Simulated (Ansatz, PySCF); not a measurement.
Pulling on the Ge1–F2 bond in BrFGe (SMILES [F][Ge][Br]) (multiplicity 1 held, fragments rigid). Energies count from the point at 1.762 Å.
Geometry at that point (charge 0, multiplicity 1):
```
atom    x (Å)    y (Å)    z (Å)
----  -------  -------  -------
Ge     0.5401  -0.4560   0.8125
F      1.4905  -1.3280  -0.3878
Br    -0.8771   0.7584  -0.6431
```

R- and RO- levels are restricted; in cc, def2 and unpolarised 6-31G sets they are followed outwards from rest. Unrestricted levels (U-) break spin symmetry where that is lower. Left out are points that failed, MP2 points in a non-variational dive below the minimum, coupled-cluster points behind a sign of a changed root (a jump of the amplitudes, or a one-step jump against full CI or MRCI), small-basis points behind a change of solution, and semi-empirical points at long bonds. Levels need not reach the same state.

Correlated levels freeze the cores. Filled d and f shells under p-block atoms count as core. Rows in LANL2DZ carry no dispersion term and start afresh at each structure. LANL2DZ brings its own core potentials from Na on.

Run with Ansatz (Gaussian basis) for Hartree–Fock, density functionals and correlated methods; PySCF for LANL2DZ rows. Values without a source in brackets are computed.

Energies in eV.

```tsv
R (Å)	R-B3LYP/LANL2DZ	R-B3LYP/cc-pVTZ	U-wB97X-V/cc-pVTZ	U-CCSD/cc-pVTZ
1.410	3.04	3.02	2.88	2.90
1.586	0.63	0.50	0.43	(withheld)
1.762	0.00	0.00	0.00	0.00
1.938	0.15	0.28	0.36	0.38
2.114	0.62	0.85	1.00	(withheld)
2.379	1.51	1.80	2.07	2.11
2.643	2.35	2.68	3.04	3.14
3.083	3.47	3.81	4.30	(withheld)
3.524	4.22	4.59	4.96	5.01
4.052	4.79	5.18	5.35	5.21
4.757	left out	5.63	5.53	5.22
5.638	left out	5.91	5.56	5.23
```

Question: Complete the blanks.

Answer: 
- 2.114, U-CCSD/cc-pVTZ: 1.04
- 3.083, U-CCSD/cc-pVTZ: 4.42
- 1.586, U-CCSD/cc-pVTZ: 0.42

Doubts at one or more of the structures used: a restricted determinant that unrestricted orbitals would lower (R-B3LYP/LANL2DZ, R-B3LYP/cc-pVTZ); a spin-contaminated determinant (U-wB97X-V/cc-pVTZ, U-CCSD/cc-pVTZ); T1 above 0.05 (U-CCSD/cc-pVTZ).

Ansatz is an electronic-structure program.
